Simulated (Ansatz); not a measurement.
[GaF4]- (GaF₄⁻), relaxed as a singlet with RKS PBE0-D4/def2-SVPD in Ansatz, starting from the GFN2-xTB geometry. Force threshold 0.02 eV/Å.

Start:

```
atom    x (Å)    y (Å)    z (Å)
 Ga1   0.0001   0.0000   0.0002
  F2   0.0484   1.6907  -0.5061
  F3   1.6334  -0.5370   0.3962
  F4  -0.6454  -0.9931  -1.3088
  F5  -1.0365  -0.1606   1.4185
```

| step | energy (eV) | largest force component (eV/Å) | SCF passes |
| --- | --- | --- | --- |
| 1 | -63221.8223 | 0.814 | 11 |
| 2 | -63221.8624 | 0.368 | 17 |
| 3 | -63221.8735 | 0.018 | 17 |

Force components are those of the run's own axes.

End:

```xyz
5

Ga    0.0000   -0.0001    0.0001
F     0.0470    1.7193   -0.5163
F     1.6615   -0.5482    0.4043
F    -0.6553   -1.0085   -1.3335
F    -1.0532   -0.1625    1.4454
```

By distances, no bond broke or formed. The bond that changes most is Ga1–F5, from 1.76 to 1.80 Å (atoms count from 1).

No frequencies were taken in this run, so the end may be a saddle point.

Hardware: 4 threads of Arm Neoverse N1 on a shared host. Wall time 8.5 s.
